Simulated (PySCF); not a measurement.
**Working out the ionisation energy of Ga¹³⁺**

Ga¹³⁺ [Ar] (1S) → Ga¹⁴⁺ [Ne] 3s2 3p5 (2P). All numbers are calculated (PySCF 2.14, the spin-free X2C one-electron Hamiltonian (Gaussian nucleus), in an uncontracted even-tempered set (19 s from 0.93 bohr⁻², ratio 2.5; 12 p from 1.2 bohr⁻², ratio 2.5; 5 d from 7.8 bohr⁻², ratio 2.7; 4 f from 12 bohr⁻², ratio 2.7)). Frozen: 1s2; the 22 highest virtual orbitals dropped. Energies in hartree (1 hartree = 27.21139 eV):

```tsv
part	Ga¹³⁺ (lower)	Ga¹⁴⁺ (upper)
UHF	-1867.784218	-1850.449050
MP2 opposite-spin	-0.427124	-0.407026
MP2 same-spin	-0.165891	-0.152415
```

Task: What does Hartree-Fock give?

Result: (-1850.449050) − (-1867.784218) = 17.335168 hartree = 471.714 eV.

Task: What do MP2 and SCS-MP2 (6/5 opposite-spin, 1/3 same-spin) give?

Result: The opposite-spin parts differ by 0.547 eV and the same-spin parts by 0.367 eV. MP2: 471.714 + (0.547) + (0.367) = 472.628 eV. SCS-MP2: 471.714 + 1.2 × (0.547) + (0.367)/3 = 472.493 eV.

Reference: 471.2 ± 1.4 eV (semi-empirical (NIST evaluation); NIST Atomic Spectra Database, ionization energies), between the lowest levels; spin-orbit coupling is absent from the calculation.

What remains against the reference includes basis incompleteness, the frozen core and correlation beyond second order.
